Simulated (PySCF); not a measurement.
# SiI⁺: from constants to spectrum

RHF-CCSD(T) constants of SiI⁺, ¹Σ⁺ (singlet), closed shell (Si def2-SVPD, I def2-SVPD with ECP28; scalar-relativistic core potentials (PySCF 2.14); masses 27.9769 and 126.9045 u):

| Property | Result |
| --- | --- |
| ωe | 442.1 cm⁻¹ |
| ωexe | 1.31 cm⁻¹ |
| Be | 0.1337 cm⁻¹ |
| αe | 0.000537 cm⁻¹ |
| De to Si⁺ + I | 3.81 eV |

Task: What force constant and bond length do these constants imply?

Result: Reduced mass μred = 22.923 u; k = 5.8918×10⁻⁷·μred·ωe² (u, cm⁻¹, mdyn/Å) = 2.64 mdyn/Å; Re = √(16.8576/(μred·Be)) (u, cm⁻¹, Å) = 2.345 Å.

Task: Estimate the centrifugal constant D from the Kratzer relation and find the Dunham coefficient a1.

Result: D = 4Be³/ωe² = 4.89e-08 cm⁻¹; a1 = −1 − αeωe/(6Be²) = -3.21.

Correlated steps freeze 9 core orbitals. Correlated levels converge slowly with the basis: in double zeta they bind strong bonds too weakly, by up to about 1 eV, and carry superposition errors of some tenths. Spin–orbit coupling is left out, which matters for elements this heavy, above all for dissociation energies. For an ion De counts to the pair picked by the measured ionisation energies or electron affinities, which need not be the lowest pair at this level. Where the molecule has an RHF reference, its open-shell atoms are computed with UHF. The CCSD T1 diagnostic is raised, a sign that a single reference may not be enough here.
